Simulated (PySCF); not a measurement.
Simulation results for B$_{2}$FHO, BFO

All values are calculated (PySCF 2.14.0). Calculation on a computer-drawn molecule: vertical ionisation energy to the stated ion spin, frozen-core CCSD(T) at the basis limit and cheaper methods, single-reference cases, UHF for radicals, no spin-orbit; all values are single points at the evaluated structure, the first of each entry, which is the reference or a displaced copy of it and isn't optimised; the reference structure only sets the zero of the energies above reference; triples share is (T) over the correlation energy.

Common to all runs: charge 0; multiplicity 1; ion multiplicity 2; diffuse functions no; basis cc-pVnZ; reference is the Hartree-Fock double-zeta minimum; best is HF at quadruple zeta + MP2 correlation extrapolated from triple and quadruple zeta + CCSD(T) minus MP2 at triple zeta; basis step is the size of the change from the same recipe one zeta lower.

(1) B$_{2}$FHO

Evaluated structure:
```xyz
5
B2FHO
O     -3.5914    -0.7549     1.5023
B     -2.9061    -0.5133     0.5757
B     -1.8647    -0.3219    -0.7428
F     -1.9110     0.8514    -1.4026
H     -1.0744    -1.1613    -1.1604
```

Reference structure:
```xyz
5
B2FHO
O     -3.5943    -0.7563     1.5147
B     -2.8982    -0.5505     0.5775
B     -1.8681    -0.3096    -0.7714
F     -1.9160     0.8465    -1.4047
H     -1.1093    -1.1437    -1.1619
```

```
ionisation energy best                         : 13.24 eV
ionisation energy basis step                   : 0.04483 eV
energy above reference best                    : 1.407 kcal/mol
energy above reference basis step              : 0.004734 kcal/mol
ionisation energy Koopmans at triple zeta      : 14.14 eV
ionisation energy EOM CCSD at triple zeta      : 13.26 eV
total energy HF triple zeta                    : -224.4237 hartree
total energy CCSD(T) triple zeta               : -225.1218 hartree
total energy best                              : -225.2315 hartree
T1 diagnostic at triple zeta                   : 0.01813
D1 diagnostic at triple zeta                   : 0.05532
ion T1 diagnostic at triple zeta               : 0.03659
ion D1 diagnostic at triple zeta               : 0.1619
ion spin squared at triple zeta                : 0.8263
triples share at triple zeta                   : 0.03737
basis functions triple zeta                    : 134
dipole magnitude HF at triple zeta             : 2.81 debye
dipole magnitude CCSD unrelaxed at triple zeta : 2.287 debye
dipole magnitude PBE at triple zeta            : 2.172 debye
dipole magnitude r2SCAN at triple zeta         : 2.284 debye
dipole magnitude B3LYP at triple zeta          : 2.336 debye
dipole magnitude wB97X at triple zeta          : 2.442 debye
```

Drawn bonds:
| atom | other atom | order |
| --- | --- | --- |
| 1 | 2 | 2 |
| 2 | 3 | 1 |
| 3 | 4 | 1 |
| 3 | 5 | 1 |

Triple zeta:
| method | ionisation energy (eV) | energy above reference (kcal/mol) |
| --- | --- | --- |
| HF | 12.97 | 1.81 |
| PBE | 12.24 | 0.9813 |
| r2SCAN | 12.45 | 1.232 |
| B3LYP | 12.85 | 1.248 |
| wB97X | 13.05 | 1.206 |
| MP2 | 13.12 | 1.567 |
| CCSD | 13.21 | 1.517 |
| CCSD(T) | 13.07 | 1.48 |

(2) B$_{2}$FHO

Evaluated structure:
```xyz
5
B2FHO
O     -3.5761    -0.7529     1.5190
B     -2.8978    -0.5471     0.6009
B     -1.8533    -0.3025    -0.7778
F     -1.9013     0.8630    -1.4504
H     -1.1316    -1.1608    -1.1149
```

Reference structure:
```xyz
5
B2FHO
O     -3.5943    -0.7563     1.5147
B     -2.8982    -0.5505     0.5775
B     -1.8681    -0.3096    -0.7714
F     -1.9160     0.8465    -1.4047
H     -1.1093    -1.1437    -1.1619
```

```
ionisation energy best                         : 13.14 eV
ionisation energy basis step                   : 0.04399 eV
energy above reference best                    : 3.267 kcal/mol
energy above reference basis step              : 0.1579 kcal/mol
ionisation energy Koopmans at triple zeta      : 14.01 eV
ionisation energy EOM CCSD at triple zeta      : 13.16 eV
total energy HF triple zeta                    : -224.4233 hartree
total energy CCSD(T) triple zeta               : -225.1186 hartree
total energy best                              : -225.2285 hartree
T1 diagnostic at triple zeta                   : 0.01747
D1 diagnostic at triple zeta                   : 0.05268
ion T1 diagnostic at triple zeta               : 0.03698
ion D1 diagnostic at triple zeta               : 0.1753
ion spin squared at triple zeta                : 0.8177
triples share at triple zeta                   : 0.03678
basis functions triple zeta                    : 134
dipole magnitude HF at triple zeta             : 2.935 debye
dipole magnitude CCSD unrelaxed at triple zeta : 2.439 debye
dipole magnitude PBE at triple zeta            : 2.322 debye
dipole magnitude r2SCAN at triple zeta         : 2.436 debye
dipole magnitude B3LYP at triple zeta          : 2.481 debye
dipole magnitude wB97X at triple zeta          : 2.577 debye
```

Drawn bonds:
| atom | other atom | order |
| --- | --- | --- |
| 1 | 2 | 2 |
| 2 | 3 | 1 |
| 3 | 4 | 1 |
| 3 | 5 | 1 |

Triple zeta:
| method | ionisation energy (eV) | energy above reference (kcal/mol) |
| --- | --- | --- |
| HF | 12.82 | 2.083 |
| PBE | 12.18 | 3.508 |
| r2SCAN | 12.39 | 3.338 |
| B3LYP | 12.71 | 3.032 |
| wB97X | 12.94 | 2.871 |
| MP2 | 13.02 | 3.652 |
| CCSD | 13.1 | 3.196 |
| CCSD(T) | 12.97 | 3.482 |

(3) B$_{2}$FHO

Evaluated structure:
```xyz
5
B2FHO
O     -3.5761    -0.7529     1.5190
B     -2.8978    -0.5471     0.6009
B     -1.8533    -0.3025    -0.7778
F     -1.8986     0.7981    -1.4129
H     -1.1316    -1.1608    -1.1149
```

Reference structure:
```xyz
5
B2FHO
O     -3.5943    -0.7563     1.5147
B     -2.8982    -0.5505     0.5775
B     -1.8681    -0.3096    -0.7714
F     -1.9160     0.8465    -1.4047
H     -1.1093    -1.1437    -1.1619
```

```
ionisation energy best                         : 12.9 eV
ionisation energy basis step                   : 0.0406 eV
energy above reference best                    : 3.537 kcal/mol
energy above reference basis step              : 0.5958 kcal/mol
ionisation energy Koopmans at triple zeta      : 13.72 eV
ionisation energy EOM CCSD at triple zeta      : 12.92 eV
total energy HF triple zeta                    : -224.4247 hartree
total energy CCSD(T) triple zeta               : -225.1178 hartree
total energy best                              : -225.2281 hartree
T1 diagnostic at triple zeta                   : 0.01683
D1 diagnostic at triple zeta                   : 0.04983
ion T1 diagnostic at triple zeta               : 0.0337
ion D1 diagnostic at triple zeta               : 0.1532
ion spin squared at triple zeta                : 0.816
triples share at triple zeta                   : 0.03632
basis functions triple zeta                    : 134
dipole magnitude HF at triple zeta             : 3.09 debye
dipole magnitude CCSD unrelaxed at triple zeta : 2.6 debye
dipole magnitude PBE at triple zeta            : 2.497 debye
dipole magnitude r2SCAN at triple zeta         : 2.607 debye
dipole magnitude B3LYP at triple zeta          : 2.649 debye
dipole magnitude wB97X at triple zeta          : 2.743 debye
```

Drawn bonds:
| atom | other atom | order |
| --- | --- | --- |
| 1 | 2 | 2 |
| 2 | 3 | 1 |
| 3 | 4 | 1 |
| 3 | 5 | 1 |

Triple zeta:
| method | ionisation energy (eV) | energy above reference (kcal/mol) |
| --- | --- | --- |
| HF | 12.52 | 1.193 |
| PBE | 12.02 | 4.644 |
| r2SCAN | 12.22 | 3.743 |
| B3LYP | 12.53 | 3.482 |
| wB97X | 12.71 | 3.435 |
| MP2 | 12.77 | 4.244 |
| CCSD | 12.85 | 3.465 |
| CCSD(T) | 12.74 | 4.005 |

(4) B$_{2}$FHO

Evaluated structure:
```xyz
5
B2FHO
O     -3.5761    -0.7529     1.5190
B     -2.8978    -0.5471     0.6009
B     -1.8533    -0.3025    -0.7778
F     -1.9001     0.8344    -1.4339
H     -1.1316    -1.1608    -1.1149
```

Reference structure:
```xyz
5
B2FHO
O     -3.5943    -0.7563     1.5147
B     -2.8982    -0.5505     0.5775
B     -1.8681    -0.3096    -0.7714
F     -1.9160     0.8465    -1.4047
H     -1.1093    -1.1437    -1.1619
```

```
ionisation energy best                         : 13.04 eV
ionisation energy basis step                   : 0.04243 eV
energy above reference best                    : 2.645 kcal/mol
energy above reference basis step              : 0.3293 kcal/mol
ionisation energy Koopmans at triple zeta      : 13.89 eV
ionisation energy EOM CCSD at triple zeta      : 13.06 eV
total energy HF triple zeta                    : -224.4251 hartree
total energy CCSD(T) triple zeta               : -225.1195 hartree
total energy best                              : -225.2295 hartree
T1 diagnostic at triple zeta                   : 0.01718
D1 diagnostic at triple zeta                   : 0.0514
ion T1 diagnostic at triple zeta               : 0.03544
ion D1 diagnostic at triple zeta               : 0.1649
ion spin squared at triple zeta                : 0.8169
triples share at triple zeta                   : 0.03658
basis functions triple zeta                    : 134
dipole magnitude HF at triple zeta             : 2.997 debye
dipole magnitude CCSD unrelaxed at triple zeta : 2.504 debye
dipole magnitude PBE at triple zeta            : 2.393 debye
dipole magnitude r2SCAN at triple zeta         : 2.506 debye
dipole magnitude B3LYP at triple zeta          : 2.549 debye
dipole magnitude wB97X at triple zeta          : 2.644 debye
```

Drawn bonds:
| atom | other atom | order |
| --- | --- | --- |
| 1 | 2 | 2 |
| 2 | 3 | 1 |
| 3 | 4 | 1 |
| 3 | 5 | 1 |

Triple zeta:
| method | ionisation energy (eV) | energy above reference (kcal/mol) |
| --- | --- | --- |
| HF | 12.69 | 0.9349 |
| PBE | 12.11 | 3.258 |
| r2SCAN | 12.32 | 2.768 |
| B3LYP | 12.64 | 2.484 |
| wB97X | 12.84 | 2.366 |
| MP2 | 12.92 | 3.144 |
| CCSD | 12.99 | 2.546 |
| CCSD(T) | 12.87 | 2.945 |

(5) B$_{2}$FHO

Evaluated structure:
```xyz
5
B2FHO
O     -3.5761    -0.7529     1.5190
B     -2.8978    -0.5471     0.6009
B     -1.8533    -0.3025    -0.7778
F     -1.9014     0.8647    -1.4514
H     -1.1316    -1.1608    -1.1149
```

Reference structure:
```xyz
5
B2FHO
O     -3.5943    -0.7563     1.5147
B     -2.8982    -0.5505     0.5775
B     -1.8681    -0.3096    -0.7714
F     -1.9160     0.8465    -1.4047
H     -1.1093    -1.1437    -1.1619
```

```
ionisation energy best                         : 13.14 eV
ionisation energy basis step                   : 0.04409 eV
energy above reference best                    : 3.336 kcal/mol
energy above reference basis step              : 0.1485 kcal/mol
ionisation energy Koopmans at triple zeta      : 14.02 eV
ionisation energy EOM CCSD at triple zeta      : 13.16 eV
total energy HF triple zeta                    : -224.4231 hartree
total energy CCSD(T) triple zeta               : -225.1185 hartree
total energy best                              : -225.2284 hartree
T1 diagnostic at triple zeta                   : 0.01748
D1 diagnostic at triple zeta                   : 0.05276
ion T1 diagnostic at triple zeta               : 0.03708
ion D1 diagnostic at triple zeta               : 0.176
ion spin squared at triple zeta                : 0.8178
triples share at triple zeta                   : 0.03679
basis functions triple zeta                    : 134
dipole magnitude HF at triple zeta             : 2.931 debye
dipole magnitude CCSD unrelaxed at triple zeta : 2.436 debye
dipole magnitude PBE at triple zeta            : 2.318 debye
dipole magnitude r2SCAN at triple zeta         : 2.432 debye
dipole magnitude B3LYP at triple zeta          : 2.477 debye
dipole magnitude wB97X at triple zeta          : 2.573 debye
```

Drawn bonds:
| atom | other atom | order |
| --- | --- | --- |
| 1 | 2 | 2 |
| 2 | 3 | 1 |
| 3 | 4 | 1 |
| 3 | 5 | 1 |

Triple zeta:
| method | ionisation energy (eV) | energy above reference (kcal/mol) |
| --- | --- | --- |
| HF | 12.83 | 2.185 |
| PBE | 12.18 | 3.555 |
| r2SCAN | 12.4 | 3.405 |
| B3LYP | 12.72 | 3.098 |
| wB97X | 12.95 | 2.934 |
| MP2 | 13.03 | 3.716 |
| CCSD | 13.1 | 3.268 |
| CCSD(T) | 12.97 | 3.548 |

(6) B$_{2}$FHO

Evaluated structure:
```xyz
5
B2FHO
O     -3.5761    -0.7529     1.5190
B     -2.8978    -0.5471     0.6009
B     -1.8533    -0.3025    -0.7778
F     -1.9019     0.8768    -1.4584
H     -1.1316    -1.1608    -1.1149
```

Reference structure:
```xyz
5
B2FHO
O     -3.5943    -0.7563     1.5147
B     -2.8982    -0.5505     0.5775
B     -1.8681    -0.3096    -0.7714
F     -1.9160     0.8465    -1.4047
H     -1.1093    -1.1437    -1.1619
```

```
ionisation energy best                         : 13.18 eV
ionisation energy basis step                   : 0.0448 eV
energy above reference best                    : 3.914 kcal/mol
energy above reference basis step              : 0.0856 kcal/mol
ionisation energy Koopmans at triple zeta      : 14.06 eV
ionisation energy EOM CCSD at triple zeta      : 13.2 eV
total energy HF triple zeta                    : -224.4218 hartree
total energy CCSD(T) triple zeta               : -225.1176 hartree
total energy best                              : -225.2275 hartree
T1 diagnostic at triple zeta                   : 0.01761
D1 diagnostic at triple zeta                   : 0.0533
ion T1 diagnostic at triple zeta               : 0.03779
ion D1 diagnostic at triple zeta               : 0.1808
ion spin squared at triple zeta                : 0.8181
triples share at triple zeta                   : 0.03688
basis functions triple zeta                    : 134
dipole magnitude HF at triple zeta             : 2.908 debye
dipole magnitude CCSD unrelaxed at triple zeta : 2.412 debye
dipole magnitude PBE at triple zeta            : 2.29 debye
dipole magnitude r2SCAN at triple zeta         : 2.405 debye
dipole magnitude B3LYP at triple zeta          : 2.451 debye
dipole magnitude wB97X at triple zeta          : 2.548 debye
```

Drawn bonds:
| atom | other atom | order |
| --- | --- | --- |
| 1 | 2 | 2 |
| 2 | 3 | 1 |
| 3 | 4 | 1 |
| 3 | 5 | 1 |

Triple zeta:
| method | ionisation energy (eV) | energy above reference (kcal/mol) |
| --- | --- | --- |
| HF | 12.88 | 2.992 |
| PBE | 12.21 | 3.979 |
| r2SCAN | 12.43 | 3.964 |
| B3LYP | 12.75 | 3.646 |
| wB97X | 12.99 | 3.468 |
| MP2 | 13.07 | 4.259 |
| CCSD | 13.15 | 3.869 |
| CCSD(T) | 13.01 | 4.102 |

(7) BFO

Evaluated structure:
```xyz
3
BFO
O     -0.2598    -0.4274    -2.0353
B      0.4432    -0.1228    -2.9431
F      1.2014     0.2057    -3.9221
```

Reference structure:
```xyz
3
BFO
O     -0.2598    -0.4274    -2.0353
B      0.4432    -0.1228    -2.9431
F      1.2014     0.2057    -3.9221
```

```
ionisation energy best                         : 13.78 eV
ionisation energy basis step                   : 0.07743 eV
energy above reference best                    : 0 kcal/mol
energy above reference basis step              : 0 kcal/mol
ionisation energy Koopmans at triple zeta      : 14.37 eV
ionisation energy EOM CCSD at triple zeta      : 13.57 eV
total energy HF triple zeta                    : -199.1562 hartree
total energy CCSD(T) triple zeta               : -199.7427 hartree
total energy best                              : -199.8422 hartree
T1 diagnostic at triple zeta                   : 0.01526
D1 diagnostic at triple zeta                   : 0.03835
ion T1 diagnostic at triple zeta               : 0.02016
ion D1 diagnostic at triple zeta               : 0.08222
ion spin squared at triple zeta                : 0.7556
triples share at triple zeta                   : 0.03561
basis functions triple zeta                    : 90
dipole magnitude HF at triple zeta             : 2.297 debye
dipole magnitude CCSD unrelaxed at triple zeta : 1.971 debye
dipole magnitude PBE at triple zeta            : 1.96 debye
dipole magnitude r2SCAN at triple zeta         : 2.048 debye
dipole magnitude B3LYP at triple zeta          : 2.031 debye
dipole magnitude wB97X at triple zeta          : 2.102 debye
```

Drawn bonds:
| atom | other atom | order |
| --- | --- | --- |
| 1 | 2 | 2 |
| 2 | 3 | 1 |

Triple zeta:
| method | ionisation energy (eV) | energy above reference (kcal/mol) |
| --- | --- | --- |
| HF | 11.86 | 0 |
| PBE | 13.5 | 0 |
| r2SCAN | 13.43 | 0 |
| B3LYP | 13.58 | 0 |
| wB97X | 13.49 | 0 |
| MP2 | 13.86 | 0 |
| CCSD | 13.45 | 0 |
| CCSD(T) | 13.56 | 0 |

(8) BFO

Evaluated structure:
```xyz
3
BFO
O     -0.2692    -0.4073    -2.0077
B      0.4543    -0.1558    -2.8953
F      1.2681     0.1941    -3.9522
```

Reference structure:
```xyz
3
BFO
O     -0.2598    -0.4274    -2.0353
B      0.4432    -0.1228    -2.9431
F      1.2014     0.2057    -3.9221
```

```
ionisation energy best                         : 14.19 eV
ionisation energy basis step                   : 0.0834 eV
energy above reference best                    : 5.438 kcal/mol
energy above reference basis step              : 0.5457 kcal/mol
ionisation energy Koopmans at triple zeta      : 14.8 eV
ionisation energy EOM CCSD at triple zeta      : 13.99 eV
total energy HF triple zeta                    : -199.1449 hartree
total energy CCSD(T) triple zeta               : -199.7344 hartree
total energy best                              : -199.8335 hartree
T1 diagnostic at triple zeta                   : 0.01566
D1 diagnostic at triple zeta                   : 0.03892
ion T1 diagnostic at triple zeta               : 0.02445
ion D1 diagnostic at triple zeta               : 0.1086
ion spin squared at triple zeta                : 0.7555
triples share at triple zeta                   : 0.03613
basis functions triple zeta                    : 90
dipole magnitude HF at triple zeta             : 1.768 debye
dipole magnitude CCSD unrelaxed at triple zeta : 1.491 debye
dipole magnitude PBE at triple zeta            : 1.507 debye
dipole magnitude r2SCAN at triple zeta         : 1.581 debye
dipole magnitude B3LYP at triple zeta          : 1.555 debye
dipole magnitude wB97X at triple zeta          : 1.615 debye
```

Drawn bonds:
| atom | other atom | order |
| --- | --- | --- |
| 1 | 2 | 2 |
| 2 | 3 | 1 |

Triple zeta:
| method | ionisation energy (eV) | energy above reference (kcal/mol) |
| --- | --- | --- |
| HF | 12.31 | 7.12 |
| PBE | 13.79 | 4.47 |
| r2SCAN | 13.77 | 5.505 |
| B3LYP | 13.94 | 5.137 |
| wB97X | 13.89 | 5.096 |
| MP2 | 14.28 | 5.141 |
| CCSD | 13.87 | 5.449 |
| CCSD(T) | 13.97 | 5.185 |
